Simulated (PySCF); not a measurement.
C2H6Ge (SMILES C=[CH][GeH3]), singlet, at a GFN2-xTB geometry; HF/6-31G, TDA in PySCF.

The PySCF input:
```python
from pyscf import gto, scf, tdscf

mol = gto.Mole()
mol.atom = '''
    Ge    0.66414980   -0.23444849   -0.11534476
    C    -1.02603397    0.72240959   -0.13660217
    C    -2.06289268    0.41992095    0.62768879
    H     0.97554695   -0.80420693   -1.46232096
    H     0.63188073   -1.35020173    0.87528771
    H     1.79425346    0.67966910    0.23564313
    H    -1.10481185    1.55478471   -0.82604285
    H    -2.99185172    0.96973770    0.59511150
    H    -2.02425136   -0.40141430    1.32683419
'''
mol.basis = '6-31g'
mol.verbose = 4
mol.build()

mf = scf.RHF(mol)
mf.kernel()
td = mf.TDA()
td.nstates = 5
td.kernel()
td.analyze()
```

Output, abridged:

```
PySCF version 2.14.0

[INPUT] verbose = 4
[INPUT] num. atoms = 9
[INPUT] num. electrons = 50
[INPUT] charge = 0
[INPUT] spin (= nelec alpha-beta = 2S) = 0
[INPUT] symmetry False subgroup None
[INPUT] Mole.unit = angstrom
[INPUT] Symbol           X                Y                Z      unit          X                Y                Z       unit  Magmom
[INPUT]  1 Ge     0.664149800000  -0.234448490000  -0.115344760000 AA    1.255061227685  -0.443043436418  -0.217970006304 Bohr   0.0
[INPUT]  2 C     -1.026033970000   0.722409590000  -0.136602170000 AA   -1.938923197800   1.365156274859  -0.258140689321 Bohr   0.0
[INPUT]  3 C     -2.062892680000   0.419920950000   0.627688790000 AA   -3.898302189570   0.793535589467   1.186159904560 Bohr   0.0
[INPUT]  4 H      0.975546950000  -0.804206930000  -1.462320960000 AA    1.843516557155  -1.519730845177  -2.763386120611 Bohr   0.0
[INPUT]  5 H      0.631880730000  -1.350201730000   0.875287710000 AA    1.194081523090  -2.551511482614   1.654054052098 Bohr   0.0
[INPUT]  6 H      1.794253460000   0.679669100000   0.235643130000 AA    3.390647637453   1.284388454330   0.445300978835 Bohr   0.0
[INPUT]  7 H     -1.104811850000   1.554784710000  -0.826042850000 AA   -2.087791815674   2.938117284561  -1.560994753655 Bohr   0.0
[INPUT]  8 H     -2.991851720000   0.969737700000   0.595111500000 AA   -5.653780356109   1.832538665666   1.124597748579 Bohr   0.0
[INPUT]  9 H     -2.024251360000  -0.401414300000   1.326834190000 AA   -3.825280677678  -0.758563089484   2.507353231809 Bohr   0.0

nuclear repulsion = 173.981446544359
number of shells = 33
number of NR pGTOs = 158
number of NR cGTOs = 57
basis = 6-31g
ecp = {}

******** <class 'pyscf.scf.hf.RHF'> ********
method = RHF
initial guess = minao
damping factor = 0
level_shift factor = 0
DIIS = <class 'pyscf.scf.diis.CDIIS'>
diis_start_cycle = 1
diis_space = 8
diis_damp = 0
SCF conv_tol = 1e-09
SCF conv_tol_grad = None
SCF max_cycles = 50
direct_scf = True
direct_scf_tol = 1e-13
Set gradient conv threshold to 3.16228e-05
Initial guess from minao.
init E= -2153.77649633773
  HOMO = -0.284719924553499  LUMO = 0.0420852717913553  gap/eV = 8.89282
cycle= 1 E= -2154.14805184282  delta_E= -0.372  |g|= 0.226  |ddm|= 2.53
  HOMO = -0.389368061432193  LUMO = 0.135074450806008  gap/eV = 14.27081
cycle= 2 E= -2154.17113491643  delta_E= -0.0231  |g|= 0.0573  |ddm|= 0.411
  HOMO = -0.37335949495068  LUMO = 0.149976152588922  gap/eV = 14.24069
cycle= 3 E= -2154.17278530845  delta_E= -0.00165  |g|= 0.0121  |ddm|= 0.139
  HOMO = -0.377717227708112  LUMO = 0.14699751898088  gap/eV = 14.27822
cycle= 4 E= -2154.17283450842  delta_E= -4.92e-05  |g|= 0.00316  |ddm|= 0.0186
  HOMO = -0.3770590645717  LUMO = 0.147255946135072  gap/eV = 14.26734
cycle= 5 E= -2154.17283856368  delta_E= -4.06e-06  |g|= 0.000821  |ddm|= 0.00604
  HOMO = -0.376828825961401  LUMO = 0.147410188300414  gap/eV = 14.26527
cycle= 6 E= -2154.17283878783  delta_E= -2.24e-07  |g|= 0.000255  |ddm|= 0.00119
  HOMO = -0.376834424782046  LUMO = 0.147398412052964  gap/eV = 14.26510
cycle= 7 E= -2154.17283882638  delta_E= -3.86e-08  |g|= 4.77e-05  |ddm|= 0.000598
  HOMO = -0.376822216266086  LUMO = 0.147402222525874  gap/eV = 14.26487
cycle= 8 E= -2154.17283882825  delta_E= -1.87e-09  |g|= 8.38e-06  |ddm|= 0.000167
  HOMO = -0.376822190095144  LUMO = 0.147402412937192  gap/eV = 14.26488
cycle= 9 E= -2154.17283882828  delta_E= -3.37e-11  |g|= 5.03e-06  |ddm|= 2.37e-05
  HOMO = -0.376821994973018  LUMO = 0.147402532767359  gap/eV = 14.26488
Extra cycle  E= -2154.17283882829  delta_E= -9.55e-12  |g|= 2.22e-06  |ddm|= 8.86e-06
converged SCF energy = -2154.17283882829

******** <class 'pyscf.tdscf.rhf.TDA'> for <class 'pyscf.scf.hf.RHF'> ********
nstates = 5 singlet
deg_eia_thresh = 1.000e-03
wfnsym = None
conv_tol = 1e-05
eigh lindep = 1e-12
eigh level_shift = 0
eigh max_cycle = 100

Excitation energies (eV)
[ 7.97332287  8.33065155  8.76892378 10.0118602  10.17682559]

** Singlet excitation energies and oscillator strengths **
Excited State   1:      7.97332 eV    155.50 nm  f=0.0079
      24 -> 26        0.63741
      24 -> 29       -0.24480
      25 -> 27        0.10541
Excited State   2:      8.33065 eV    148.83 nm  f=0.8117
      25 -> 26       -0.64098
      25 -> 29        0.18924
Excited State   3:      8.76892 eV    141.39 nm  f=0.0150
      25 -> 27        0.64022
      25 -> 28       -0.10956
      25 -> 30       -0.18027
      25 -> 33       -0.14330
Excited State   4:     10.01186 eV    123.84 nm  f=0.0010
      20 -> 26       -0.12574
      21 -> 26        0.38917
      21 -> 29       -0.17105
      23 -> 26        0.10461
      25 -> 28       -0.46684
      25 -> 32        0.10159
      25 -> 34       -0.12392
Excited State   5:     10.17683 eV    121.83 nm  f=0.0007
      21 -> 26        0.21873
      22 -> 27       -0.11108
      25 -> 27        0.13063
      25 -> 28        0.29888
      25 -> 30        0.31907
      25 -> 31        0.42074

** Transition electric dipole moments (AU) **
state          X           Y           Z        Dip. S.      Osc.
  1        -0.0688     -0.1248     -0.1428      0.0407      0.0079
  2        -1.7749     -0.0589      0.9073      3.9771      0.8117
  3        -0.0903     -0.1637     -0.1873      0.0700      0.0150
  4         0.0222      0.0403      0.0461      0.0042      0.0010
  5        -0.0185     -0.0335     -0.0383      0.0029      0.0007

** Transition velocity dipole moments (imaginary part, AU) **
state          X           Y           Z        Dip. S.      Osc.
  1        -0.0092     -0.0167     -0.0191      0.0007      0.0017
  2        -0.3051      0.0392      0.1128      0.1074      0.2338
  3        -0.0485     -0.0880     -0.1007      0.0202      0.0419
  4         0.0029      0.0052      0.0060      0.0001      0.0001
  5        -0.0050     -0.0091     -0.0104      0.0002      0.0004

** Transition magnetic dipole moments (imaginary part, AU) **
state          X           Y           Z
  1        -0.5987     -0.4231      0.6584
  2        -0.2341     -0.4243     -0.4856
  3         0.3361      0.7316     -0.8014
  4        -1.0619      0.7943     -0.1821
  5        -0.2645      0.1890     -0.0377
```
